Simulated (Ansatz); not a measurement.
Compare A (`C[CH2][SnH]([F])[F]`) with its isomer B (`[CH3][Sn]([CH3])([F])[F]`).

Computed with Ansatz on PBE0-D4/def2-TZVP structures; ΔE is electronic, products minus reactants. CCSD(T)/CBS is the MP2 limit (def2-TZVPP, def2-QZVPP) plus CCSD(T) − MP2 in def2-TZVPP, frozen cores. DFT in def2-TZVPP. B3LYP here is the variant with VWN-RPA as its local correlation; programs differ in this. Elements past krypton have def2 core potentials. For Sn outer-core shells are correlated without core-valence functions, which leaves a few kJ/mol of doubt a bond. Each species was taken in one conformer, which may not be the lowest.

A:

Z-matrix (Å, degrees):
```
C
C 1 1.523
H 1 1.092 2 111.6
H 1 1.092 2 111.6 3 120.5
H 1 1.093 2 110.4 3 -119.8
Sn 2 2.125 1 111.2 3 -60.2
H 2 1.092 1 111.9 3 59.5
H 2 1.092 1 111.9 3 -180.0
F 6 1.919 2 106.0 1 54.3
F 6 1.919 2 105.9 1 -54.3
H 6 1.699 2 127.7 1 -180.0
```

B:

```xyz
11

C     0.7039   -1.7698    0.3313
Sn   -0.4871   -0.1144   -0.2261
C    -0.0077    1.9333   -0.0081
F    -0.9180   -0.3672   -2.0821
F    -2.1841   -0.3609    0.6418
H     1.6484   -1.7487   -0.2113
H     0.8941   -1.7473    1.4039
H     0.1552   -2.6756    0.0759
H    -0.8440    2.5139   -0.3956
H     0.8935    2.1669   -0.5739
H     0.1457    2.1699    1.0442
```

**Question.** Which is lower in electronic energy at CCSD(T)/CBS, and by how much? (Best estimate.)

**Answer.** Computed: B, by 55.5 kJ/mol.

**Question.** Give E(B) − E(A) in kJ/mol with B3LYP-D4, CCSD(T)/def2-TZVPP, BLYP-D4, MP2/def2-TZVPP, CCSD/def2-TZVPP, LDA (SPW92), PBE-D4. (An estimate is asked.)

**Answer.** The calculation gave: B3LYP-D4 -50.0, CCSD(T)/def2-TZVPP -52.7, BLYP-D4 -49.9, MP2/def2-TZVPP -56.6, CCSD/def2-TZVPP -51.9, LDA (SPW92) -42.9, PBE-D4 -49.0. None reverses the order clearly.

**Question.** Does the order hold for the free energy at 298.15 K (harmonic terms from PBE0-D4)? (Best estimate.)

**Answer.** Ansatz gave: Yes: G(B) − G(A) = -57.5 kJ/mol, for one conformer each. Modes under 60 cm⁻¹, often nearly free rotors, make the harmonic entropy too high.

Largest T1 diagnostic: 0.013.

At CCSD(T), def2-SVP lies +19.8 kJ/mol from the extrapolated value and def2-TZVPP +2.7 kJ/mol. Leaving LDA and LC-ωPBE aside and taking each functional with its dispersion term where it has one, the values, not all of them listed here, spread over 8.4 kJ/mol, from B2PLYP to B97M-V. LDA lies +6.9 kJ/mol from PBE without D4.
